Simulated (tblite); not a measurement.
Compound: C₅H₉OP.
Atom-mapped SMILES: `[CH3:1][C:2]1=[CH:3][CH2:4][P@@H:5](=[O:6])[CH2:7]1` (hydrogens: H8, H9, H10 on C1; H11 on C3; H12, H13 on C4; H14 on P5; H15, H16 on C7)

Structure used (GFN2-xTB), in Å, numbered top down from 1:
```xyz
16
C5H9OP angstrom
C      2.1258   -0.1504   -0.6701
C      0.6838   -0.1275   -0.2872
C     -0.3374   -0.2926   -1.1196
C     -1.7185   -0.2540   -0.5419
P     -1.4461    0.5564    1.0828
O     -2.3225    0.2153    2.2040
C      0.3255    0.0817    1.1594
H      2.6589   -0.8975   -0.0832
H      2.2422   -0.3832   -1.7252
H      2.5866    0.8172   -0.4712
H     -0.2096   -0.4673   -2.1766
H     -2.1136   -1.2604   -0.3615
H     -2.4308    0.2761   -1.1761
H     -1.4091    1.9184    0.7759
H      0.4030   -0.8507    1.7296
H      0.9540    0.8272    1.6495
```

All values are computed: GFN2-xTB (tblite) harmonic vibrations without scaling, gas phase. Against measured fundamentals such values can be off by several per cent, at times by over 20. Modes of hydrogen on phosphorus can be 10 to 20 % off. One conformer, not necessarily the lowest.

Harmonic wavenumbers (cm⁻¹): 71.3, 138.7, 233.1, 252.6, 308.1, 349.6, 393.9, 431.0, 576.6, 682.4, 733.7, 770.0, 797.2, 841.0, 875.7, 906.4, 947.9, 981.9, 1003.2, 1049.5, 1062.3, 1086.6, 1141.4, 1189.4, 1227.6, 1293.9, 1296.2, 1402.5, 1418.2, 1421.0, 1474.4, 1479.1, 1720.3, 2264.5, 2909.1, 2917.2, 2967.5, 2970.4, 2999.7, 3015.9, 3049.0, 3092.9.

A = 5054, B = 1550, C = 1259 MHz; mass 116.039 u (most abundant isotopes); point group C1, symmetry number 1.

Task: Zero-point energy?

Result: Half the sum of the wavenumbers: 27871 cm⁻¹ = 333.42 kJ/mol.

Task: Give the ideal-gas entropy at 298.15 K and 1 bar in the rigid-rotor, harmonic-oscillator model (classical rotation).

Result: Translation 168.14, rotation 116.65, vibration 73.97: S = 358.8 J/(mol K).

Task: And Cp and H(298.15 K) − H(0)?

Result: Cp = 128.75 J/(mol K), of which vibrations give 95.49 (their classical limit is 42 R = 349.2); H(298.15 K) − H(0) = 22.71 kJ/mol without the zero-point energy, 12.79 from vibrations.

Task: What must be added to the electronic energy to get the Gibbs energy at 298.15 K and 1 bar?

Result: ZPE + [H(298.15 K) − H(0)] − T·S = 333.42 + 22.71 − 106.96 = 249.17 kJ/mol.

Task: How do the functions run with temperature in this model?

Result: 
| T (K) | S (J/(mol K)) | Cp (J/(mol K)) | H − H(0) (kJ/mol) | G − H(0) (kJ/mol) | ln q(vib) |
| --- | --- | --- | --- | --- | --- |
| 50 | 230.0 | 42.6 | 1.83 | -9.67 | 0.16 |
| 100 | 264.3 | 58.7 | 4.35 | -22.08 | 0.68 |
| 373.15 | 390.7 | 156.4 | 33.41 | -112.37 | 5.07 |
| 500 | 442.3 | 196.8 | 55.92 | -165.23 | 7.43 |
| 750 | 533.5 | 252.4 | 112.61 | -287.51 | 12.16 |
| 1000 | 611.3 | 288.1 | 180.48 | -430.86 | 16.73 |

q(vib) and H(0) count from the zero-point level.

Hindered rotation and anharmonicity are outside this model. Other conformers, if any are populated, would add a mixing term that is left out. The structure is chiral; the term R ln 2 for an equal mix with its mirror image is left out.
